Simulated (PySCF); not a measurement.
C₃H₆BNO₂, SMILES OB1CN=COC1. Heavy atoms are numbered as in [OH:1][B:2]1[CH2:3][N:4]=[CH:5][O:6][CH2:7]1. Hydrogens are named by the atom that carries them.

Coordinates come from a ωB97X-D3(BJ)/def2-SVP optimisation. The structure was generated by enumeration, and PubChem lists no compound with its InChIKey, so it may never have been made. Other conformers were not sampled.

Level of theory: PySCF with PBE/def2-TZVP.

Atomic charges (e), one atom of each kind:

```json
[
 {"atom": "O1 (OH)", "Mulliken": "-0.34", "Löwdin": "0.24"},
 {"atom": "B2", "Mulliken": "0.08", "Löwdin": "-0.70"},
 {"atom": "C3 (CH2)", "Mulliken": "___", "Löwdin": "-0.24"},
 {"atom": "N4", "Mulliken": "___", "Löwdin": "0.09"},
 {"atom": "C5 (CH)", "Mulliken": "___", "Löwdin": "-0.39"},
 {"atom": "O6", "Mulliken": "-0.19", "Löwdin": "0.26"},
 {"atom": "C7 (CH2)", "Mulliken": "___", "Löwdin": "-0.25"},
 {"atom": "H on O1", "Mulliken": "0.31", "Löwdin": "0.21"},
 {"atom": "H on C3", "Mulliken": "___", "Löwdin": "0.17"},
 {"atom": "H on C5", "Mulliken": "0.12", "Löwdin": "0.14"},
 {"atom": "H on C7", "Mulliken": "0.12", "Löwdin": "0.16"}
]
```

Task: Complete the blanks. (An estimate is asked for; the answer gives what the named calculation found.)

Result: 
- C3 (CH2), Mulliken: -0.17
- N4, Mulliken: -0.19
- C5 (CH), Mulliken: 0.01
- C7 (CH2), Mulliken: -0.13
- H on C3, Mulliken: 0.13

Computed Mayer and Wiberg (Löwdin basis) orders of the bonds:
```tsv
bond	Mayer	Wiberg
O1–B2	1.46	2.02
B2–C3	1.07	1.21
C3–N4	1.00	1.30
N4–C5	2.00	2.33
C5–O6	1.15	1.69
B2–C7	1.01	1.19
O6–C7	0.95	1.38
```
